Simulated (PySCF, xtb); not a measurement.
Cd(Et)2 (C4H10Cd), SMILES C[CH2][Cd][CH2]C.

xtb with GFN2-xTB at its own geometry gives an orbital gap of 3.52 eV and a dipole moment of 0.01 D.

Geometry optimised at B3LYP-D3(BJ)/def2-SVP. The isomer is the one that the SMILES or the coordinates give; other isomers of the formula were not compared. The def2 effective core potentials stand for the cores of Cd; spin–orbit coupling is left out. One conformer was computed; it need not be the lowest.

Q: What does PBE/def2-TZVP in PySCF give? (The exact figures need the calculation; the answer reports its results.)

A: gap 4.27 eV (levels -5.18 and -0.91 eV), dipole 0.00 D.
